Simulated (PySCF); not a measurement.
W(O)2(SH)2 (H2O2S2W), SMILES [O]=[W](=[O])([SH])[SH], multiplicity 1.

The structure is a stationary point at B3LYP-D3(BJ)/def2-SVP. The spin state was assumed, not searched. The structure was generated by enumeration; whether it is a known compound was not checked. The def2 effective core potentials stand for the cores of W; spin–orbit coupling is left out. The values are those of a single conformer.

The numbers are results of PySCF with PBE/def2-TZVP, not measurements.

The molecule is in vacuum.

Problem. Estimate the frontier levels, gap, dipole moment and polarisability. (An estimate is asked for; the answer gives what the named calculation found.)

Solution. 
The highest occupied level is -7.00 eV and the lowest empty level is -3.52 eV. The orbital gap is 3.47 eV and the dipole moment is 2.73 D. The quadrupole, principal values (traceless, Buckingham form, about the centre of nuclear charge) is -4.26, -3.20, 7.46 D·Å and the mean static polarisability comes out as 86.3 bohr³ (12.79 Å³). The polarisability, principal values comes out as 72.8, 78.4, 107.7 bohr³.
